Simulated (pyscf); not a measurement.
H₃C–SiH₂–SiH₂• (SMILES C[SiH2][SiH2]), doublet

Gas-phase minimum from PySCF at ωB97X-D3(BJ)/def2-SVP, one conformer. Other isomers of H₃C–SiH₂–SiH₂• were not searched in full and may lie lower. 

SMILES: C[SiH2][SiH2]
```xyz
10

C      0.1614     0.9904    -1.4617
Si     0.1085     1.0686     0.4205
Si     1.2639    -0.7416     1.3103
H     -0.3811     1.8399    -1.9057
H      1.2010     1.0170    -1.8234
H     -0.3038     0.0600    -1.8240
H     -1.3115     1.0712     0.8951
H      0.7540     2.3206     0.9193
H      1.3620    -0.7611     2.8012
H      0.7774    -2.0692     0.8225
```
Charge 0, spin multiplicity 2.

Bonded distances (Å): C1–Si2 1.885, C1–H4 1.101, C1–H5 1.101, C1–H6 1.101, Si2–Si3 2.325, Si2–H7 1.497, Si2–H8 1.494, Si3–H9 1.494, Si3–H10 1.496. Angles (°): Si2–C1–H4 110.9, Si2–C1–H5 110.7, Si2–C1–H6 110.6, H4–C1–H5 108.3, H4–C1–H6 108.1, H5–C1–H6 108.1, C1–Si2–Si3 109.6, C1–Si2–H7 110.1, C1–Si2–H8 110.9, Si3–Si2–H7 110.6, Si3–Si2–H8 108.1, H7–Si2–H8 107.6, Si2–Si3–H9 115.1, Si2–Si3–H10 113.9 (the first ones only).

Properties at ωB97X-D3(BJ)/def2-SVP:

- Harmonic wavenumbers, unscaled: 101, 154, 168, 389, 445, 492, 507, 651, 694, 734, 879, 892, 933, 958, 1285, 1446, 1446, 2215, 2225, 2235, 2244, 3071, 3174, 3177 cm⁻¹
- Zero-point energy: 43.6 kcal/mol
- Rotational symmetry number: 1
- Entropy of this conformer at 298 K and 1 atm, rigid rotor and harmonic oscillator, modes under 100 cm⁻¹ raised to 100: 329.5 J/(mol K)
- Dipole moment: 0.87 D
- Spin expectation value S2: 0.752

Single-point totals, which compare only within one level (frozen core for MP2 and CC):

```csv
level,total energy (hartree)
ωB97X-D3(BJ)/def2-TZVP,-621.36971
PBE/def2-TZVP,-620.91844
r²SCAN/def2-TZVP,-621.20648
B3LYP-D3(BJ)/def2-TZVP,-621.35055
PBE0-D3(BJ)/def2-TZVP,-620.99592
M06-2X/def2-TZVP,-621.21042
ωB97M-D3(BJ)/def2-TZVP,-621.37263
UHF/def2-TZVPP,-619.80982
MP2/def2-TZVPP,-620.22445
CCSD/def2-TZVPP,-620.28062
CCSD(T)/def2-TZVPP,-620.29750
```

Soft torsions are taken as harmonic, which can shift the entropy by several J/(mol K). The CCSD(T) − MP2 part came from Ansatz, without density fitting, on the same reference.
